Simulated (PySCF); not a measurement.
Computed IR spectrum (relative IR intensity) of a molecule C4H7FSi. Geometry optimised at TPSSh-D3(BJ)/def2-SVP. One conformer was computed; it need not be the lowest. Level of theory: TPSSh-D3(BJ)/def2-SVP in PySCF 2.14.0. Frequencies are harmonic and unscaled.

Lines under 2 % of the strongest are left out, and lines within 2 cm⁻¹ are merged.

| ν (cm⁻¹) | relative intensity |
|---|---|
| 377 | 2.2 |
| 516 | 5.0 |
| 647 | 16 |
| 692 | 11 |
| 769 | 7.3 |
| 879 | 6.6 |
| 917 | 38 |
| 936 | 100 |
| 950 | 15 |
| 958 | 5.0 |
| 966 | 20 |
| 1029 | 6.3 |
| 1081 | 13 |
| 1121 | 7.1 |
| 1168 | 40 |
| 1201 | 3.3 |
| 1234 | 3.3 |
| 1283 | 13 |
| 1364 | 19 |
| 1639 | 7.3 |
| 2249 | 45 |
| 2256 | 39 |
| 2260 | 47 |
| 3041 | 14 |
| 3054 | 17 |
| 3106 | 5.8 |
| 3179 | 5.9 |

Task: Identify the compound among the candidates.
(A) C[C@@]1(F)C=C[SiH2]1
(B) C=C=C[Si@H](C)F
(C) F[C@@H]1CC=C1[SiH3]
(D) C=C[SiH](F)C=C

Result: C, F[C@@H]1CC=C1[SiH3]
